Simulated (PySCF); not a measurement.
## The second ionisation energy along the third row

Calculated with PySCF 2.14 from differences of total energies of unrestricted determinants, without spin-orbit coupling. Values in eV. The last column holds reference values (NIST; (s) semi-empirical, (t) theoretical, else measured). Unmarked ones compare directly (S terms, centres of terms, or small fine structure); those marked * lie between the lowest fine-structure levels and include a spin-orbit shift.

```csv
element,configurations,UHF,MP2 (valence),CCSD (valence),CCSD(T) (valence),PBE0,r2SCAN,reference
"Mg (aug-cc-pVQZ-DK, spin-free X2C)",[Ne] 3s1 → [Ne],14.746,n/a,n/a,n/a,15.259,15.042,15.035
"Al (aug-cc-pVQZ-DK, spin-free X2C)",[Ne] 3s2 → [Ne] 3s1,17.551,18.343,18.642,18.642,18.688,18.411,18.829
"Si (aug-cc-pVQZ-DK, spin-free X2C)",[Ne] 3s2 3p1 → [Ne] 3s2,15.832,16.125,16.224,16.256,16.425,16.526,16.322
"P (aug-cc-pVQZ-DK, spin-free X2C)",[Ne] 3s2 3p2 → [Ne] 3s2 3p1,19.157,19.642,19.666,19.707,19.811,19.935,19.769 (s) *
"S (aug-cc-pVQZ-DK, spin-free X2C)",[Ne] 3s2 3p3 → [Ne] 3s2 3p2,22.714,23.374,23.296,23.343,23.376,23.508,23.338 *
"Cl (aug-cc-pVQZ-DK, spin-free X2C)",[Ne] 3s2 3p4 → [Ne] 3s2 3p3,22.579,23.479,23.596,23.633,23.828,23.792,23.771
"Ar (aug-cc-pVQZ-DK, spin-free X2C)",[Ne] 3s2 3p5 → [Ne] 3s2 3p4,26.358,27.479,27.462,27.505,27.596,27.656,27.630 *
```

**Question.** Which of these methods has the smallest mean absolute error against the measured values here?

**Answer.** CCSD(T) (valence), with 0.130 eV.

```tsv
method	elements	mean error (eV)	mean absolute error (eV)	largest error (eV)
UHF	4	-0.812	0.812	-1.277
MP2 (valence)	3	-0.325	0.325	-0.486
CCSD (valence)	3	-0.153	0.153	-0.186
CCSD(T) (valence)	3	-0.130	0.130	-0.186
PBE0	4	0.061	0.131	0.224
r2SCAN	4	-0.046	0.162	-0.417
```

Errors include the incompleteness of the basis and the frozen core.

"Valence" correlates the outer s and p shells and, in groups 3 to 12 and the f block, the outer d or f shell, open or full, or the next shell where the ion has no valence electron left; the wider scheme adds the next inner shell.
